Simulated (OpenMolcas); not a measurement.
# Sc: from CASSCF to CASPT2

- Program: OpenMolcas
- Basis: ANO-RCC-VQZP [7s6p4d3f2g1h]
- Scalar Hamiltonian: DKH2, point nucleus
- Active space: 3 electrons in 6 orbitals (3d 4s)
- State averaging: 2S+1 = 2 even, 30 roots; 2S+1 = 4 even, 10 roots kept (CI in the orbitals of an earlier block)
- Spin-orbit coupling: state interaction with AMFI integrals over the reference wave functions, term energies averaged over their components

Methods on the same reference wave functions:
A. CASSCF
B. SS-CASPT2, IPEA 0.25 Eh, imaginary shift 0.1 Eh (closed shells correlated: 3s 3p)
C. MS-CASPT2, IPEA 0.25 Eh, imaginary shift 0.1 Eh (closed shells correlated: 3s 3p)

Energies in cm-1 above 3d 4s2 2D 3/2, the measured ground level; measured values from NIST Handbook of Basic Atomic Spectroscopic Data.

```csv
Level,A,B,C,Measured
3d 4s2 2D 3/2,0.0,0.0,0.0,0.0
3d 4s2 2D 5/2,128,128,135,168
3d2 4s 4F 3/2,4326,7840,8420,11520
3d2 4s 4F 5/2,4371,7890,8470,11558
3d2 4s 4F 7/2,4434,7950,8530,11610
3d2 4s 4F 9/2,4515,8030,8610,11677
3d2 4s 2F 5/2,11758,10750,11330,14926
3d2 4s 2F 7/2,11884,10880,11460,15042
3d2 4s 4P 1/2,13086,14500,15080,
3d2 4s 4P 3/2,13113,14530,15110,
3d2 4s 4P 5/2,13155,14580,15160,
3d2 4s 2D 3/2,14476,11600,12760,
3d2 4s 2D 5/2,14488,11610,12760,
3d2 4s 2G 7/2,17909,16700,17280,
3d2 4s 2G 9/2,17909,16700,17280,
3d2 4s 2P 1/2,19618,16710,17290,
3d2 4s 2P 3/2,19673,16770,17350,
3d2 4s 2S 1/2,34282,24640,25220,
```

Deviations, from unrounded energies. A percentage is the sum of absolute deviations over the sum of measured energies, with the sign that they share, or ± where signs differ.

```
                  Against measurement  Levels      A      B      C
       mean absolute deviation (cm-1)       7   5000   3300   2800
fine structure of the ground term (%)       1  -23.8  -23.8  -20.1
             other configurations (%)       6  -45.9  -30.1  -25.5
```

C lies closest to measurement on these levels and A furthest from it. The largest miss of C in the table is 3d2 4s 2F 5/2, by -3600 cm-1. The ranking rests on the paired levels alone, and a cruder setting can come out closer through cancelling errors.

Between B and C the level of the table that moves most is 3d2 4s 2D 3/2, by 1200 cm-1 (lowest in B, highest in C). Moves below CASPT2's spread within the term are not significant.

The mean deviations of B to C differ by less than CASPT2's widest spread within a term (2300 cm-1), so their order carries little weight.

The lowest spin-free term lies below A's lowest term by 0.366 hartree in B, 0.369 hartree in C.

CASPT2 breaks the degeneracy within a term, and the mean is taken; among the terms shown or strongly mixed into the levels shown the widest spread is 2300 cm-1 (3d2 4s 2F, C). Over all roots computed the reference weight is 0.85 to 0.93 in B, 0.85 to 0.93 in C; the roots of lowest weight are the least certain, and an intruder state may touch them. Terms from blocks run as CI alone lack orbitals of their own. A single d shell beside an s shell can misplace configurations of different d count against each other. Without dynamic correlation excited terms often stand tens of per cent too high (terms of higher spin than the ground term too low), and those without a measured partner can miss by more than the paired ones (holds for A). The CASPT2 spread within a term exceeds the gap to the next term for 3d2 4s 2F and 3d2 4s 2D, 3d2 4s 2G and 3d2 4s 2P, so the order of their levels is uncertain, and so are names and mixing where such terms share a J (holds for B; C). Computed and measured levels are paired by configuration, term and J; levels that our copy of the source lacks, or whose pairing is in doubt (as where it misses far off the trend of its configuration), stay unpaired and out of the deviations. Only configurations of the active space appear.
